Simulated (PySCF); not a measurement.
Can point charges reproduce the dipole moment of `[SiH2]1[Si](O[SiH3])([SiH2][SiH2][SiH2]1)N`?

Coordinates (GFN2-xTB, Å) and charges (e) from the PBE0/pcSseg-1 density (PySCF):

```
atom       x       y       z  Mulliken      IAO  Hirshfeld  ESP-fitted
  N1   1.665   1.436  -1.775   -0.6217  -0.8379    -0.3166     -1.0313
 Si2   0.623   0.671  -0.621   +0.7662  +0.9030    +0.3093     +0.6513
  O3   1.559   0.501   0.722   -0.7466  -0.8860    -0.3052     -0.4417
 Si4   2.815  -0.099   1.532   +0.7257  +0.8873    +0.3870     +0.6037
 Si5   0.011  -1.468  -1.318   -0.0244  +0.0936    +0.1300     +0.1266
 Si6  -1.930  -1.951  -0.109   +0.0105  +0.1452    +0.1387     -0.0120
 Si7  -2.749   0.048   0.802   +0.0088  +0.1484    +0.1403     +0.1869
 Si8  -1.242   1.761   0.280   -0.0124  +0.0842    +0.1201     -0.0677
  H9   2.288   2.164  -1.460   +0.1944  +0.2669    +0.1203     +0.4057
 H10   1.304   1.663  -2.687   +0.1946  +0.2661    +0.1177     +0.3799
 H11   2.593   0.359   2.901   -0.1225  -0.1430    -0.0813     -0.1346
 H12   2.772  -1.558   1.423   -0.1228  -0.1523    -0.0822     -0.1369
 H13   4.052   0.434   0.963   -0.1251  -0.1520    -0.0814     -0.1190
 H14  -0.292  -1.481  -2.761   -0.0231  -0.0830    -0.0787     -0.0777
 H15   1.035  -2.514  -1.179   -0.0067  -0.0684    -0.0652     -0.0470
 H16  -1.672  -2.927   0.962   -0.0127  -0.0786    -0.0753     -0.0367
 H17  -2.944  -2.635  -0.924   -0.0121  -0.0769    -0.0745     -0.0349
 H18  -4.101   0.357   0.314   -0.0130  -0.0782    -0.0753     -0.0698
 H19  -2.959  -0.076   2.253   -0.0123  -0.0776    -0.0743     -0.0699
 H20  -0.995   2.672   1.408   -0.0126  -0.0699    -0.0684     -0.0161
 H21  -1.842   2.660  -0.727   -0.0321  -0.0908    -0.0851     -0.0588
```

Problem. What dipole does each set of charges give (1 e·Å = 4.803 D), and what does the density give?

Solution. The full density gives (1.27, 1.15, -0.98) D, 1.98 D in size; dipole vectors point from the negative to the positive end.

```
    scheme    μx    μy     μz  size (D)  share of the full size (%)  angle to the full dipole (°)
  Mulliken  0.21  0.02  -0.86      0.88                          45                            50
       IAO  0.67  0.11  -0.77      1.03                          52                            31
 Hirshfeld  0.93  0.50  -0.75      1.29                          65                            13
ESP-fitted  1.26  1.15  -1.00      1.98                         100                             1
```

Problem. Which set comes closest?

Solution. Length of the difference vector: ESP-fitted 0.02 D, Hirshfeld 0.77 D, IAO 1.22 D, Mulliken 1.56 D. Closest: ESP-fitted. The schemes that divide the density aren't constrained to reproduce the dipole.

Problem. What is left for the Hirshfeld atoms' own dipoles?

Solution. The Hirshfeld atoms' densities add up to the full density, so μ = Σ q r + Σ (atomic dipoles). The atomic dipoles sum to (1.27, 1.15, -0.98) − (0.93, 0.50, -0.75) = (0.34, 0.65, -0.23) D, 0.77 D in size.

Problem. With the origin at the mean of the coordinates, (0.000, 0.001, 0.000) Å, which are the largest single terms, by size, of the Hirshfeld dipole along the direction of the full one?

Solution. N1 -4.24, H9 +2.00, Si4 +1.85, H10 +1.78, Si2 +1.63 D; all 21 atoms together +1.26 D. The single terms depend on the origin, their sum doesn't.

Problem. Give the size of the full dipole in other units.

Solution. 1.98 D = 0.778 au = 0.412 e·Å = 6.59 × 10⁻³⁰ C·m.

The structure is a single GFN2-xTB conformer in the gas phase; no vibrational or solvent corrections. GFN2-xTB frequencies show an imaginary mode (22i cm⁻¹), so this geometry is no minimum at that level.

These values come from a run that also computed NMR shieldings. Hardware: one thread, Arm Neoverse V2 (aarch64), on a shared host. Cost: 63 s of wall time, 1.2 GiB resident at most.
